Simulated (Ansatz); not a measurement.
Ideal-gas functions of CH$_{5}$BFN (`CNBF`) at 600 K and 1 bar, from an Ansatz frequency run at PBE0-D4/def2-TZVP.

Molar mass 60.87 g/mol, point group Cs (symmetry number 1), electronic degeneracy 1, moments of inertia 12.087, 130.882, 139.803 u Å². Harmonic wavenumbers (cm⁻¹, unscaled): 172, 219, 277, 500, 665, 905, 999, 1082, 1153, 1154, 1241, 1321, 1458, 1487, 1500, 1586, 2629, 3036, 3090, 3141, 3616.

Use S(trans) = R[1.5 ln M + 2.5 ln T − 1.1517]; rotational temperatures θ = 24.2544 K / I; S(rot) = R[ln(√π/σ · √(T³/θAθBθC)) + 1.5]; for each mode x = 1.438777 ν̃/T, S = R[x/(eˣ − 1) − ln(1 − e⁻ˣ)] and H = RT x/(eˣ − 1); 1 cm⁻¹ = 0.0119627 kJ/mol; R = 8.31446 J/(mol·K).

Question: By hand: the entropy, in J/(mol·K).

Answer: Translation 174.6. Rotation: θ = 2.0067, 0.1853, 0.1735 K, giving 108.4. Vibration, mode by mode: 15.74, 13.76, 11.87, 7.29, 5.26, 3.33, 2.79, 2.39, 2.09, 2.08, 1.77, 1.52, 1.16, 1.10, 1.07, 0.91, 0.11, 0.05, 0.04, 0.04, 0.01, in all 74.4. Electronic 0.0. Sum 357.4 J/(mol·K).

Question: By hand: H − E and G − E in kJ/mol, counted from the electronic energy.

Answer: Zero-point energy ½ × 31231 × 0.0119627 = 186.8; thermal vibration 25.1; translation, rotation and pV give 4 RT = 20.0. H − E = 231.9 kJ/mol, and G − E = 231.9 − 600 × 357.4/1000 = 17.5 kJ/mol.

Vibration gives 21 % of the entropy. The sum counts one conformer and one mirror image; others add a mixing term.
